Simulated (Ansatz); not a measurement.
cis-PdH2(NH3)2 (PdN2H8), 11 atoms. Hardware: 2 threads of Intel Xeon Platinum 8375C on a shared host.

In the def2 sets Pd takes a core potential; there is no spin–orbit coupling. Correlated methods freeze 2 core orbitals; core or outer-core shells of Pd are correlated, in sets that lack core-valence functions.

How many basis functions does each of these Ansatz runs have, and roughly what does it cost? LC-ωPBE/def2-TZVP, charge 0 singlet, energy, from earlier orbitals; CCSD(T)/def2-TZVP, charge 0 singlet, energy, from earlier orbitals; B2PLYP/def2-TZVP, charge 0 singlet, energy, from earlier orbitals; r2SCAN-D4/def2-TZVP, charge 0 singlet, energy, from earlier orbitals; B3LYP-D4/def2-TZVP, charge 0 singlet, energy, from earlier orbitals; PBE-D4/def2-TZVP, charge 0 singlet, energy and forces, from earlier orbitals; RPA@PBE/def2-TZVP, charge 0 singlet, energy, from earlier orbitals; PBE0-D4/def2-SVP, charge 0 singlet, energy, from earlier orbitals; PBE0-D4/def2-TZVP, charge 0 singlet, energy, from earlier orbitals; r2SCAN-D4/def2-SVP, charge 0 singlet, relaxation, 15 steps; HF/STO-3G, charge 0 singlet, energy; PBE-D4/def2-SVP, charge 0 singlet, energy, from earlier orbitals.

Other jobs shared the machine, so times can vary by a factor of up to 3. A dash marks memory too small to be measured apart from the calling script's.

```csv
run,functions,fitting or Cholesky vectors,wall time,peak host memory (GiB)
"HF/STO-3G, charge 0 singlet, energy",45,589,0.4 s,–
"PBE-D4/def2-SVP, charge 0 singlet, energy, from earlier orbitals",99,1092,1.2 s,–
"PBE0-D4/def2-SVP, charge 0 singlet, energy, from earlier orbitals",99,1153,1.4 s,–
"B3LYP-D4/def2-TZVP, charge 0 singlet, energy, from earlier orbitals",150,1021,2.1 s,–
"PBE-D4/def2-TZVP, charge 0 singlet, energy and forces, from earlier orbitals",150,1021,2.1 s,–
"PBE0-D4/def2-TZVP, charge 0 singlet, energy, from earlier orbitals",150,1067,2.1 s,–
"LC-ωPBE/def2-TZVP, charge 0 singlet, energy, from earlier orbitals",150,1021,2.2 s,–
"r2SCAN-D4/def2-TZVP, charge 0 singlet, energy, from earlier orbitals",150,1021,2.9 s,–
"B2PLYP/def2-TZVP, charge 0 singlet, energy, from earlier orbitals",150,1180,3.7 s,–
"RPA@PBE/def2-TZVP, charge 0 singlet, energy, from earlier orbitals",150,1180,3.9 s,–
"r2SCAN-D4/def2-SVP, charge 0 singlet, relaxation, 15 steps",99,1092,37 s,–
"CCSD(T)/def2-TZVP, charge 0 singlet, energy, from earlier orbitals",150,1180,41 s,1.4
```
